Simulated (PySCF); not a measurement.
How methods differ on the ionisation energy of Kr+

Kr+ [Ar] 3d10 4s2 4p5 (2P) → Kr(2+) [Ar] 3d10 4s2 4p4 (3P), as a difference of total energies. Calculation: PySCF 2.14, in cc-pVTZ-DK; the spin-free X2C one-electron Hamiltonian (Gaussian nucleus). Correlated levels: valence: [Ar] 3d10 frozen. The calculations carry no spin-orbit coupling.

| method | ionisation energy (eV) | difference from reference (eV) |
| --- | --- | --- |
| UHF | 23.229 | -1.131 |
| BP86 | 24.451 | +0.091 |
| M06-2X | 24.157 | -0.203 |
| MP2 (valence) | 24.043 | -0.317 |
| SCS-MP2 (valence) | 24.039 | -0.321 |
| CCSD (valence) | 24.048 | -0.312 |
| CCSD(T) (valence) | 24.076 | -0.284 |

Reference: 24.360 eV (measured; NIST Atomic Spectra Database, ionization energies).

The reference lies between the lowest fine-structure levels, while these numbers refer to the centres of the terms.

Errors of the correlated levels include the incompleteness of this basis and the frozen core.
